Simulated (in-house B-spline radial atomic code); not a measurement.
Removing one electron from Hf V (Hf4+)

Closed shell [Xe] 4f14. Computed with an all-electron radial atomic-structure program (B-spline basis): Koopmans values of Dirac-Hartree-Fock plus a diagonal self-energy, in second order or with its direct term screened (direct RPA, with the hole-particle interaction, or full time-dependent Hartree-Fock), linearised in energy; no-pair Dirac-Coulomb Hamiltonian, finite nucleus. Shifts add to the Koopmans value (the ΔSCF shift is orbital relaxation alone); the final value takes TDHF screening with Breit and QED.

Command:
```bash
python run_mb.py task.json out
```
Settings (nuclear radius in fm, box in bohr, cutoff in hartree):
```
basis_form          2
Z                   72
core_configuration  [Xe] 4f14
rms_radius          5.347
mass_number         180
speed_of_light      137.036
box_radius          12.128
lmax                7
intervals           62
virtual_cutoff      20736.0
```

Run time, properties included: 3.7 min on 1 thread of Arm Neoverse N1 (shared host).

Energies in eV:

```json
{"subshell": "4f7/2", "Koopmans": "71.26", "ΔSCF shift": "-6.644", "second order": "?", "direct RPA": "?", "hole-particle": "?", "TDHF": "?", "Breit + QED": "?", "final": "?"}
{"subshell": "4f5/2", "Koopmans": "73.20", "ΔSCF shift": "-6.861", "second order": "-9.049", "direct RPA": "-2.804", "hole-particle": "-3.571", "TDHF": "-3.640", "Breit + QED": "0.125", "final": "69.68"}
{"subshell": "5p3/2", "Koopmans": "80.74", "ΔSCF shift": "-0.833", "second order": "0.465", "direct RPA": "0.545", "hole-particle": "0.393", "TDHF": "0.444", "Breit + QED": "-0.076", "final": "81.11"}
```

What does the self-energy do to 4f7/2?

It shifts the removal energy by -8.653 eV in second order, -2.647 with direct RPA, -3.396 with the hole-particle term and -3.459 with TDHF screening (quasi-particle weight 0.945); Breit and QED add 0.194 eV. The final value is 67.99 eV, against 68.37 ± 0.04 eV (NIST, semi-empirical).
